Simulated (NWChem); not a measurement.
Molecule: H$_{2}$TeSeO; SMILES O[Te][SeH]

```xyz
5

Te     0.3197    -0.8425    -0.0041
O     -1.5573    -1.6210     0.0562
H     -1.8571    -1.6281    -0.8762
Se    -0.0633     1.6633    -0.0239
H     -0.1545     1.8526     1.4531
```
Atoms are numbered in this order, from 1.

All runs: NWChem. Structure relaxed at the PBE-D3(BJ)/def2-SVP level. def2 effective core potentials on Te; no spin-orbit coupling.

For level PBE/def2-SVP:

```
Quantity                     Result
---------------------------  ------
highest occupied level (eV)   -5.31
```

Estimate the same quantities for level PBE/def2-TZVPP.

highest occupied level (eV): -5.48
